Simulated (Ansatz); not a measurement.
Spin states of H2Hf (SMILES [HfH2]), each relaxed at B3LYP-D3(BJ)/def2-TZVP; lowest solutions found, singlets restricted, no spin–orbit coupling, no relativity up to Kr.
Multiplicity 1 (charge 0, multiplicity 1):
```xyz
3

Hf     0.34544     0.09260     0.38417
H      0.06614    -1.64009    -0.14579
H     -0.44475     1.59486    -0.30879
```
Multiplicity 3 (charge 0, multiplicity 3):
```xyz
3

Hf     0.3879     0.1020     0.4327
H      0.0433    -1.6324    -0.1703
H     -0.4643     1.5778    -0.3328
```

The values were computed with Ansatz (a quantum-chemistry and plane-wave program).  In def2 rows elements past Kr take small-core potentials, without spin–orbit coupling.

The energy of multiplicity 3 less that of multiplicity 1 (kcal/mol) and the share of exact exchange:

```
functional          exact exchange (%)  value
------------------  ------------------  -----
PBE/def2-TZVPP                       0  -0.79
PBE0/def2-TZVPP                     25  -2.48
BLYP/def2-TZVPP                      0   2.94
B3LYP/def2-TZVPP                    20   1.98
BHLYP/def2-TZVPP                    50   0.23
r2SCAN/def2-TZVPP                    0  -9.20
r2SCANh/def2-TZVPP                  10  -8.85
```

### Question
Take the value as linear in the share of exact exchange along PBE and PBE0. Give the slope, say whether the sign turns, and set the other functionals against that line.

### Answer

Slope: (-2.48 − (-0.79))/2.5 = -0.68 kcal/mol for each 10 %. The line keeps its sign from 0 to 100 %. At 50 % it gives -4.2 kcal/mol. The LYP pair gives (0.23 − (2.94))/5 = -0.54 for each 10 %. BHLYP, at 50 %, lies 4.4 from the PBE line. B3LYP, at 20 %, lies 4.1 from the PBE line. r2SCAN, with none, stands -8.4 from PBE. The r2SCAN pair gives 0.35 for 10 %.
